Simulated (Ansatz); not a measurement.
**Relaxing a trial structure of CH6SnZn**

The starting geometry of this gas-phase singlet was optimised with GFN2-xTB.

```yaml
atoms:
  - { symbol: C, position_ang: [0.4157, -0.3721, -1.6983] }
  - { symbol: Sn, position_ang: [2.2511, 0.7483, -1.0106] }
  - { symbol: Zn, position_ang: [0.0025, 1.1934, 1.0935] }
  - { symbol: H, position_ang: [-0.8965, 0.3273, 1.8818] }
  - { symbol: H, position_ang: [0.0373, 0.0038, -2.6511] }
  - { symbol: H, position_ang: [0.6398, -1.4309, -1.8349] }
  - { symbol: H, position_ang: [-0.3980, -0.3057, -0.9666] }
  - { symbol: H, position_ang: [0.7026, 2.3008, 0.2853] }
  - { symbol: H, position_ang: [2.2101, -0.1127, 0.6598] }
```

Predict what it relaxes into with PBE0-D3(BJ)/def2-SVP.

New bonds form, giving a structure with H8 bridging Zn3 and Sn2, H9 bridging Sn2 and Zn3, given below by its coordinates. Distances that change by over a tenth: Zn3–H8 (1.54 → 1.81 Å). Contacts that close: Sn2–Zn3 (3.11 → 2.66 Å), Sn2–H8 (2.55 → 1.92 Å), Zn3–H9 (2.60 → 1.81 Å).

The energy falls by 0.77 eV over 11 steps:

| step | E − E(last) (eV) |
| --- | --- |
| 1 | 0.773 |
| 2 | 0.430 |
| 3 | 0.161 |
| 4 | 0.050 |
| 5 | 0.039 |
| 7 | 0.008 |
| 8 | 0.001 |
| 9 | 0.000 |
| 10 | 0.000 |
| 11 | 0.000 |

Final geometry (Å):

```yaml
atoms:
  - { symbol: C, position_ang: [0.3637, -0.3023, -1.5569] }
  - { symbol: Sn, position_ang: [2.1856, 0.9111, -0.9252] }
  - { symbol: Zn, position_ang: [0.2703, 0.7072, 0.9047] }
  - { symbol: H, position_ang: [-0.9755, 0.4405, 1.7834] }
  - { symbol: H, position_ang: [-0.0281, 0.1824, -2.4637] }
  - { symbol: H, position_ang: [0.7390, -1.3009, -1.8264] }
  - { symbol: H, position_ang: [-0.5086, -0.4688, -0.8944] }
  - { symbol: H, position_ang: [0.9433, 2.0890, -0.0600] }
  - { symbol: H, position_ang: [1.9749, 0.0938, 0.7973] }
```

Frequencies at the end are all real (lowest 98 cm⁻¹). Atoms past krypton carry core potentials, without spin–orbit terms. Run with Ansatz 0.2.0, 46 s on 2 threads of Intel(R) Xeon(R) Platinum 8259CL CPU @ 2.50GHz (Skylake/Cascade Lake), with other jobs on the host.
